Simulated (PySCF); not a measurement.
C3H8FNSi.
Numbering: `[CH2:1]=[N:2][Si@H:3]([F:4])[CH2:5][CH3:6]` (hydrogens: H7, H8 on C1; H9 on Si3; H10, H11 on C5; H12, H13, H14 on C6)

Method: PySCF 2.14.0, PBE0-D3(BJ)/def2-SVP geometry optimisation, gas phase; density fitting, grid level 1; the optimiser is geomeTRIC in internal coordinates, started from a GFN2-xTB structure with every atom displaced at random (about 0.01 Å).

Geometry at step 0:
```
atom  x, y, z in Å
C1      2.4058   -0.6990   -0.3213
N2      1.6405   -0.4470    0.6482
Si3     0.5056    0.7629    1.1228
F4      0.9460    0.9856    2.6783
C5     -1.1951   -0.0354    1.0061
C6     -1.7255   -0.1328   -0.4118
H7      2.5272   -0.0101   -1.1831
H8      2.9732   -1.5926   -0.3546
H9      0.5856    2.1100    0.5780
H10    -1.1645   -1.0267    1.4730
H11    -1.9021    0.5535    1.6229
H12    -1.0485   -0.7409   -1.0140
H13    -1.8324    0.8561   -0.8766
H14    -2.7230   -0.5985   -0.4157
```

**Question.** What forces act on the atoms?

**Answer.** 
| atom | Fx (eV/Å) | Fy (eV/Å) | Fz (eV/Å) |
| --- | --- | --- | --- |
| C1 | -1.234 | 1.846 | 0.129 |
| N2 | 0.181 | -0.379 | -0.420 |
| Si3 | -0.059 | -0.936 | 1.096 |
| F4 | -0.256 | 0.108 | 0.040 |
| C5 | -0.012 | 0.648 | 0.239 |
| C6 | -0.230 | -0.009 | 0.194 |
| H7 | 0.112 | -0.079 | -0.119 |
| H8 | 0.967 | -1.465 | -0.024 |
| H9 | -0.001 | 0.573 | -0.582 |
| H10 | 0.209 | -0.171 | 0.103 |
| H11 | 0.161 | 0.025 | 0.015 |
| H12 | 0.062 | -0.170 | -0.399 |
| H13 | 0.062 | 0.080 | -0.128 |
| H14 | 0.039 | -0.070 | -0.144 |

The largest, 2.22 eV/Å, acts on C1; the rms over all components is 0.538 eV/Å. The forces sum to zero within rounding, as they must for an isolated molecule in no field.

**Question.** Give the force on C1 in Eh/bohr and in nN.

**Answer.** 2.224 eV/Å ÷ 51.422 = 0.04325 Eh/bohr, and 2.224 eV/Å × 1.602 = 3.56 nN.

**Question.** How far is this geometry from the end of the optimisation?

**Answer.** 0.181 eV above it, and 0.261 Å rms away after alignment. The bonds farthest from their final lengths, with half the difference of the two atoms' forces along the bond (positive lengthens):

```tsv
bond	now (Å)	final (Å)	force along bond (eV/Å)
C1–H8	1.059	1.107	+1.99
Si3–H9	1.455	1.498	+1.01
Si3–C5	1.882	1.860	-0.33
N2–Si3	1.725	1.748	+0.09
C5–C6	1.517	1.527	+0.08
C6–H12	1.091	1.101	+0.30
```

The angle farthest from its final value is C1–N2–Si3, 138.7° against 124.6°.

Of the 6 listed bonds off by 0.010 Å or more, this force points towards the final length in 6.

What follows is the cost of the whole optimisation. On an AMD EPYC 9R45 with one thread, no GPU, shared host with 96 logical CPUs at a one-minute load of 51, this took 40 s and 0.50 GiB of memory at its peak.
